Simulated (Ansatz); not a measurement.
Basis sets compared for FeMe2 (C₂H₆Fe). Charge 0, multiplicity 5. Geometry PBE0-D4/def2-TZVP. Ansatz on 2 threads of Arm Neoverse V1 on a shared host; times are rough, and most runs start from earlier orbitals.

```xyz
9

Fe   -0.090   -0.047   -0.052
C     0.445   -1.793    0.831
H     1.514   -1.806    1.072
H     0.252   -2.659    0.188
H    -0.097   -1.963    1.769
C    -0.453    1.789   -0.835
H    -0.951    2.446   -0.113
H    -1.095    1.745   -1.723
H     0.475    2.288   -1.136
```

Binding counts from free atoms (Fe quintet, C triplet, H doublet) in the same basis, without a counterpoise term.

```csv
level,functions,energy (Eh),HOMO (eV),LUMO (eV),binding per atom (eV),wall time
PBE-D4/def2-SVP,89,-1342.8978,-4.28,-4.00,3.56,9.5 s
PBE-D4/def2-TZVP (with forces),143,-1343.1741,-4.81,-4.26,3.52,26 s
r2SCAN-D4/def2-TZVP,143,-1343.4594,-5.03,-3.77,3.50,26 s
PBE0-D4/def2-SVP,89,-1342.9443,-6.54,-2.45,3.51,9 s
PBE0-D4/def2-TZVP,143,-1343.2095,-6.67,-2.60,3.50,20 s
```

Estimate the rows for PBE-D4/def2-TZVPD, r2SCAN-D4/def2-TZVPD, PBE0-D4/def2-TZVPD.


```csv
level,functions,energy (Eh),HOMO (eV),LUMO (eV),binding per atom (eV),wall time
PBE-D4/def2-TZVPD,176,-1343.1751,-4.83,-4.27,3.53,18 s
r2SCAN-D4/def2-TZVPD,176,-1343.4601,-5.03,-3.77,3.50,41 s
PBE0-D4/def2-TZVPD,176,-1343.2103,-6.68,-2.60,3.50,16 s
```
